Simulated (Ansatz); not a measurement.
C₉H₁₁, doublet, at a GFN2-xTB geometry; B3LYP/def2-SV(P) in Ansatz (an electronic-structure program).

Here is a job for Ansatz.
Ansatz 0.2 input:
```yaml
crystal:
  periodic: [false, false, false]
  atoms:
    - {symbol: C, position_ang: [2.70229139, -1.12308336, 0.07838881]}
    - {symbol: C, position_ang: [1.31544169, -0.55550808, 0.04098586]}
    - {symbol: C, position_ang: [0.19817728, -1.34192092, 0.03647572]}
    - {symbol: C, position_ang: [-1.09811859, -0.90797608, 0.00112288]}
    - {symbol: C, position_ang: [-2.26493714, -1.84888095, -0.01314888]}
    - {symbol: C, position_ang: [-1.27836324, 0.47580586, -0.03572301]}
    - {symbol: C, position_ang: [-0.19225501, 1.34086178, -0.03462973]}
    - {symbol: C, position_ang: [-0.42276435, 2.82485836, -0.06495305]}
    - {symbol: C, position_ang: [1.09348933, 0.82413263, 0.00399730]}
    - {symbol: H, position_ang: [2.89148621, -1.71105577, -0.81904647]}
    - {symbol: H, position_ang: [2.81762534, -1.78141539, 0.93803085]}
    - {symbol: H, position_ang: [3.44411780, -0.33071180, 0.13968806]}
    - {symbol: H, position_ang: [-3.19335389, -1.31792891, 0.18247984]}
    - {symbol: H, position_ang: [-2.34123449, -2.33334072, -0.98662019]}
    - {symbol: H, position_ang: [-2.13498325, -2.62635073, 0.73707748]}
    - {symbol: H, position_ang: [-2.28376020, 0.87430878, -0.06398168]}
    - {symbol: H, position_ang: [-0.90159106, 3.15082072, 0.85821617]}
    - {symbol: H, position_ang: [-1.07716005, 3.09260025, -0.89308644]}
    - {symbol: H, position_ang: [0.51548738, 3.36268194, -0.17438112]}
    - {symbol: H, position_ang: [1.94559785, 1.49065645, 0.00652816]}
basis:
  gaussian:
    orbitals: def2-SV_P_.json
    final_grid: {core_spheres: 6, valence_spheres: 12, degree: 29}
hamiltonian:
  xc: b3lyp
magnetization: {spin_polarized: true, initial_magnetization: 1}
```
The basis file holds def2-SV(P) in the JSON format of the Basis Set Exchange.

Task: Predict the main parts of the log of this Ansatz run.

Result: 
```
Functional definition: B3LYP
1670 factors; integrals over basis functions are off by at most 1.5e-3 eV
mean field evaluation 1: about -9489.4832 eV, gradient 5.0e1 eV
mean field evaluation 2: about -9487.7319 eV, gradient 5.3e1 eV
mean field evaluation 4: about -9502.6371 eV, gradient 3.4e0 eV
mean field evaluation 8: about -9503.1228 eV, gradient 1.4e-1 eV
mean field evaluation 16: about -9503.1230 eV, gradient 7.2e-4 eV
mean field -9503.12302175 eV, -349.2333296011 hartree, gradient 2.8e-5 eV, S^2 0.757324; 0 other end points of the search recorded, 0 dependent functions left out
reference -9503.12336117 eV, -349.2333420748 hartree; 33, 32 occupied and 115, 116 virtual orbitals, 1670 factors
Total energy: -9503.12336117 eV, -349.2333420748 hartree
```
